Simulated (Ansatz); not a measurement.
Cu₅H₄. Total charge 0; doublet. Geometry B3LYP-D4/def2-SVP.

Cartesian coordinates in Å:
```
Cu 4.121 -2.362 -2.530
Cu -3.339 1.062 1.021
Cu -1.161 0.181 0.306
Cu 1.277 -0.150 0.163
Cu 3.165 -0.620 -1.314
H -0.020 -0.807 0.837
H -2.307 1.120 -0.267
H 2.615 0.545 -0.364
H -4.351 1.032 2.148
```

At LDA (SPW92)/def2-TZVP, PBE-D4/def2-SVP, revPBE-D4/def2-TZVP the gap within one spin of the charge 0 doublet nearly closes, so an electron or hole may be smeared out by delocalisation error. No other spin state of charge 0 was run. Another isomer (doublet) lies 2.75 eV lower at PBE0-D4/def2-TZVP; other spin states weren't run for this one.

Task: Estimate the α-spin orbital energies around the gap (eV) in Ansatz with LDA (SPW92)/def2-TZVP, PBE-D4/def2-SVP, revPBE-D4/def2-TZVP, r2SCANh-D4/def2-TZVP, PBE0-D4/def2-SVP.

Result: 
| orbital | LDA (SPW92)/def2-TZVP | PBE-D4/def2-SVP | revPBE-D4/def2-TZVP | r2SCANh-D4/def2-TZVP | PBE0-D4/def2-SVP |
| --- | --- | --- | --- | --- | --- |
| HOMO−9 | -6.54 | -5.65 | -6.19 | -7.07 | -7.59 |
| HOMO−8 | -6.47 | -5.60 | -6.10 | -7.06 | -7.54 |
| HOMO−7 | -6.46 | -5.59 | -6.09 | -6.97 | -7.39 |
| HOMO−6 | -6.37 | -5.52 | -5.99 | -6.97 | -7.36 |
| HOMO−5 | -6.37 | -5.51 | -5.99 | -6.90 | -7.25 |
| HOMO−4 | -6.29 | -5.48 | -5.92 | -6.84 | -7.23 |
| HOMO−3 | -6.26 | -5.47 | -5.88 | -6.81 | -7.20 |
| HOMO−2 | -6.20 | -5.45 | -5.82 | -6.66 | -7.02 |
| HOMO−1 | -6.02 | -5.38 | -5.70 | -6.39 | -6.53 |
| HOMO | -5.94 | -5.32 | -5.62 | -6.14 | -6.06 |
| LUMO | -2.87 | -2.29 | -2.55 | -2.21 | -1.76 |
| LUMO+1 | -2.19 | -1.45 | -1.82 | -1.43 | -0.60 |
| LUMO+2 | -2.04 | -1.26 | -1.66 | -1.20 | -0.23 |
| LUMO+3 | -1.47 | -0.62 | -1.11 | -0.59 | 0.37 |
| LUMO+4 | -1.13 | -0.33 | -0.79 | -0.38 | 0.73 |
| LUMO+5 | -0.95 | 0.03 | -0.64 | -0.27 | 0.85 |
| β HOMO | -5.75 | -5.07 | -5.34 | -5.35 | -5.15 |
| β LUMO | -5.66 | -4.99 | -5.26 | -5.10 | -4.64 |
